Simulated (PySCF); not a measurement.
**Run times: holmium in ANO-RCC-VTZP**

Measured wall times of calculations with PySCF 2.14 in ANO-RCC-VTZP (8s7p5d3f2g1h, 104 functions), with the spin-free X2C one-electron Hamiltonian (Gaussian nucleus), run from one Python driver. Hardware: 1 thread of Neoverse-V2 on a shared host, 1.3 GiB allowed. The two-electron integrals over 104 functions were computed once and kept in memory (30 CPU seconds with the set-up); the times below exclude them. Kohn-Sham runs start from converged Hartree-Fock orbitals.

Launch command (the driver calls PySCF for each step listed in the task file):

```bash
OMP_NUM_THREADS=1 python atomrun2.py TASK.json OUT
```

```json
{"species": "Ho⁺ [Xe] 4f10 6s1 6p1", "step": "UHF with spin-orbit constants", "iterations": "14", "wall time (s)": "3.1"}
{"species": "Ho⁺ [Xe] 4f10 6s1 6p1", "step": "LDA", "iterations": "8", "wall time (s)": "3.5"}
{"species": "Ho⁺ [Xe] 4f10 6s1 6p1", "step": "PBE", "iterations": "10", "wall time (s)": "7.6"}
{"species": "Ho⁺ [Xe] 4f10 6s1 6p1", "step": "PBE0", "iterations": "14", "wall time (s)": "12"}
{"species": "Ho⁺ [Xe] 4f10 6s1 6p1", "step": "r2SCAN", "iterations": "12", "wall time (s)": "19"}
{"species": "Ho⁺ [Xe] 4f10 6s1 6p1", "step": "MP2 (20 electrons)", "iterations": "", "wall time (s)": "1.1"}
{"species": "Ho⁺ [Xe] 4f10 6s1 6p1", "step": "MP2 (38 electrons)", "iterations": "", "wall time (s)": "1.9"}
```

Peak memory of the process: 0.6 GiB. Times on a shared host vary from run to run.
